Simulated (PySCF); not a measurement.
Dipole response of Cr⁺ (chromium, charge +1)

[Ar] 3d5, high-spin 6S determinant. Calculation: PySCF 2.14, in aug-cc-pVTZ; the non-relativistic Hamiltonian (point nucleus). Coupled (time-dependent) response in atomic units; α is the mean over directions.

```json
{"method": "LC-wPBE", "mean α (bohr³)": "12.00", "C₆ (like pair)": "44.53", "S(−4)": "175.2"}
```

S(−4) is the Cauchy moment in α(ω) = α(0) + S(−4) ω² + …

α(iu) at LC-wPBE:

```
u (hartree)  α(iu) (bohr³)
          0          12.00
     0.0500          11.58
      0.100          10.58
      0.200          8.329
      0.300          6.712
      0.500          4.847
      0.750          3.561
       1.00          2.760
       1.50          1.826
       2.00          1.308
       3.00         0.7664
       5.00         0.3555
```

For an ion, C₆ is the dispersion term alone; charge-induced terms of lower order in 1/R come first.
